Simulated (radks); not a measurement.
The numbers below are computed, except where a source is named.
The nuclear charge of neutral helium is varied continuously with 2 electrons held in [He]. Code: a radial shooting solver on a logarithmic mesh with Libxc functionals. Model: Dirac Kohn-Sham, LDA (Slater exchange, Perdew-Wang correlation), spin-unpolarised, spherical densities, finite nucleus; Gaussian nuclear charge, rms radius 1.6755 fm. By the Hellmann-Feynman theorem dE/dZ = E(electron-nucleus)/Z, the electronic potential at the nucleus (averaged over a nucleus of fixed radius).

| Z | E (hartree) | E(electron-nucleus)/Z (hartree) | HOMO | e(HOMO) (eV) | <r> HOMO (bohr) |
|---|---|---|---|---|---|
| 1.75 | -2.06850 | -2.81609 | 1s1/2 | -8.729 | 1.143 |
| 2 | -2.83459 | -3.31273 | 1s1/2 | -15.518 | 0.9593 |
| 2.25 | -3.72493 | -3.81012 | 1s1/2 | -23.998 | 0.8267 |
| 2.5 | -4.73969 | -4.30807 | 1s1/2 | -34.171 | 0.7264 |
| 2.75 | -5.87900 | -4.80646 | 1s1/2 | -46.036 | 0.6479 |
| 3 | -7.14295 | -5.30519 | 1s1/2 | -59.596 | 0.5847 |

The central difference of E at Z = 2 is -3.313 hartree, to compare with the third column; the second derivative is -1.99 hartree.
